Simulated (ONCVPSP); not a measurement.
V (Z = 23) ONCV: all-electron and pseudo phase curves

ONCVPSP 4.0.1 input, shortened (lines: element, Z, core and valence counts, functional; n l f; lmax; l rc ep ncon nbas qcut; lloc lpopt rc5 dvloc0; l nproj debl; icmod fcfact rcfact), PBE, scalar-relativistic:

```
  V 23.00    3    5        4      upf
    1    0    2.00
    2    0    2.00
    2    1    6.00
    3    0    2.00
    3    1    6.00
    3    2    3.00
    4    0    1.00
    4    1    1.00
    2
    0    1.35    0.00    4    8    8.00
    1    1.55    0.00    5    9    6.90
    2    1.70    0.00    3    7    8.70
    4    4    1.20   -1.00
    0    2    3.40
    1    2    3.90
    2    2    3.50
    0    0.00    0.00
```

The phase is arctan(r·R′/R) of the radial function R(r), unwrapped; energies in Ha, scanned from -4 to 5 Ha. A pole is an energy at which the radial function vanishes at the test radius. The pseudo phase is shifted by a multiple of π to meet the all-electron one at the reference energy, and phase errors are pseudo minus all-electron; the curves can meet again beyond the range given. Levels narrower than the energy grid can be missing from the lists of poles.

| channel | radius (bohr) | reference energy (Ha) | poles, all-electron | poles, pseudo | unbroken range about the reference energy with phases within 0.05 rad | phase error 1 Ha above the reference energy (rad) |
| --- | --- | --- | --- | --- | --- | --- |
| s | 1.37 | -0.20 | -1.56 | -1.56 | the whole range | -0.000 |
| p | 1.58 | -0.08 | -1.08 | -1.08 | the whole range | -0.000 |
| d | 1.73 | -0.24 | 0.33 | 0.34 | the whole range | +0.002 |

Phases in the p channel:

| E (Ha) | all-electron | pseudo |
| --- | --- | --- |
| -3.98 | 1.174 | 1.174 |
| -3.74 | 1.138 | 1.138 |
| -3.50 | 1.091 | 1.091 |
| -3.26 | 1.027 | 1.027 |
| -3.02 | 0.931 | 0.931 |
| -2.78 | 0.775 | 0.775 |
| -2.54 | 0.492 | 0.492 |
| -2.30 | -0.033 | -0.033 |
| -2.06 | -0.683 | -0.683 |
| -1.82 | -1.110 | -1.110 |
| -1.58 | -1.339 | -1.339 |
| -1.34 | -1.474 | -1.474 |
| -1.10 | -1.564 | -1.564 |
| -0.86 | -1.633 | -1.633 |
| -0.62 | -1.689 | -1.689 |
| -0.38 | -1.739 | -1.739 |
| -0.14 | -1.788 | -1.788 |
| 0.10 | -1.838 | -1.838 |
| 0.34 | -1.893 | -1.893 |
| 0.58 | -1.955 | -1.955 |
| 0.82 | -2.032 | -2.032 |
| 1.06 | -2.129 | -2.129 |
| 1.30 | -2.259 | -2.259 |
| 1.54 | -2.439 | -2.439 |
| 1.78 | -2.691 | -2.691 |
| 2.02 | -3.022 | -3.022 |
| 2.26 | -3.384 | -3.385 |
| 2.50 | -3.701 | -3.702 |
| 2.74 | -3.937 | -3.938 |
| 2.98 | -4.103 | -4.104 |
| 3.22 | -4.222 | -4.223 |
| 3.46 | -4.309 | -4.310 |
| 3.70 | -4.375 | -4.376 |
| 3.94 | -4.427 | -4.428 |
| 4.18 | -4.469 | -4.470 |
| 4.42 | -4.504 | -4.505 |
| 4.66 | -4.533 | -4.534 |
| 4.90 | -4.558 | -4.559 |
